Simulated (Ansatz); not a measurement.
CH₉AlN₂Si, relaxed with RKS PBE-D4/def2-SVP in the Gaussian-basis code of Ansatz from a rough embedded geometry. The force threshold is 0.03 eV/Å; the program also tests the step.

Total charge 0; spin multiplicity 1. The bonds changed during the relaxation, so this is another structure than the one it started from.

Start:

```xyz
14

N    -0.913   -1.916    0.601
Si    0.000   -1.007   -0.545
C     0.530    0.595    0.262
N     1.493    1.390   -0.642
Al   -1.040    1.704    0.769
H    -1.169   -2.885    0.173
H    -0.277   -2.183    1.422
H    -0.782   -0.715   -1.711
H     1.204   -1.809   -0.988
H     1.127    0.358    1.159
H     0.927    1.492   -1.584
H     2.310    0.806   -0.849
H    -1.336    2.022    2.314
H    -2.074    2.148   -0.382
```

(1) By how much does the energy fall, and how many steps does the optimiser take? (Estimate.)

(2) Which bonds change most? (An estimate is asked.)

(3) Give the relaxed structure. (An estimate is asked.)

Results:

(1) Computed: 123.96 kJ/mol, in 16 steps, 2 of them rejected.

(2) Computed: N1–Al5 from 3.627 to 2.096 Å; Si2–Al5 from 3.188 to 2.781 Å; N1–Si2 from 1.724 to 1.868 Å; C3–N4 from 1.541 to 1.463 Å.

(3) Ansatz gave: 
```xyz
14

N    -1.114   -1.251    0.528
Si    0.449   -1.129   -0.488
C     0.907    0.606    0.099
N     1.297    1.670   -0.827
Al   -0.969    0.802    0.925
H    -1.954   -1.556    0.017
H    -1.041   -1.856    1.358
H    -0.031   -1.171   -1.916
H     1.229   -2.397   -0.199
H     1.626    0.555    0.950
H     0.572    1.815   -1.541
H     2.168    1.462   -1.333
H    -1.109    0.980    2.519
H    -2.028    1.472   -0.093
```
